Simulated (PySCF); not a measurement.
**PBE beside CCSD(T) along group 14: bonds to H**

PBE and CCSD(T) in PySCF with def2-TZVPPD on every atom (core potentials on Sn), for the lowest determinant that a PBE0 search found; no spin–orbit coupling.

| molecule | state (unpaired electrons) | PBE Re (Å) | PBE ωe (cm⁻¹) | PBE De (eV) | CCSD(T) Re (Å) | CCSD(T) ωe (cm⁻¹) | CCSD(T) De (eV) |
| --- | --- | --- | --- | --- | --- | --- | --- |
| CH | doublet (π ↑) | 1.136 | 2735 | 3.68 | 1.121 | 2849 | 3.55 |
| SiH | doublet (π ↑) | 1.544 | 1952 | 3.12 | ? | ? | ? |
| GeH | doublet (π ↑) | 1.617 | 1823 | 2.92 | 1.591 | 1907 | 2.93 |
| SnH | doublet (π ↑) | 1.797 | 1639 | 2.65 | 1.766 | 1731 | 2.66 |

(1) Estimate the CCSD(T) values of SiH by adding the mean shift from PBE to CCSD(T) of the other rows, and compare with the calculation.

(2) What are the mean differences of PBE from CCSD(T) over the whole series?

In a basis of this size CCSD(T) is itself not converged; it tends to give bonds that are too long and too weak.

Correlated steps freeze the inner cores (1 to 9 orbitals); shallow outer-core shells are correlated. These are scalar-relativistic numbers at best; spin–orbit coupling would shift them, the dissociation energy most. States were picked by a PBE0 search and need not be the measured ground states.

Answers

(1) The mean shifts are -2.4 pm, +97 cm⁻¹ and -0.04 eV, which give 1.520 Å, 2049 cm⁻¹ and 3.08 eV. CCSD(T)/def2-TZVPPD gives Re = 1.524 Å, ωe = 2042 cm⁻¹, De = 3.12 eV.

(2) Re +2.3 pm, ωe -95 cm⁻¹, De +0.03 eV.
